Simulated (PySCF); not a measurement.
## Correlation energy of C+ (carbon, charge +1)

[He] 2s2 2p1, 2P determinant. Calculation: PySCF 2.14, in aug-cc-pVDZ; the non-relativistic Hamiltonian (point nucleus). Frozen: 1s2; 3 electrons correlated.

MP2 pair energies summed by pair of shells (mhartree):

| pair | energy | share (%) |
| --- | --- | --- |
| 2s-2s | -25.78 | 61.9 |
| 2s-2p | -15.87 | 38.1 |

Total MP2 correlation energy: -41.65 mhartree.

Same-spin part -2.42 and opposite-spin part -39.23 mhartree; SCS-MP2 scales them by 1/3 and 6/5 to -47.89 mhartree.

```json
{"level": "CCSD", "correlation energy (mhartree)": "-67.26"}
{"level": "(T)", "correlation energy (mhartree)": "-0.69"}
{"level": "CCSD(T)", "correlation energy (mhartree)": "-67.95"}
```

Diagnostics: T1 = 0.0091, D1 = 0.0176, largest double amplitude 0.134.

Cost of the coupled-cluster step: 0.15 s of wall time on 1 thread of Neoverse-V1 (shared host), for 3 correlated electrons.
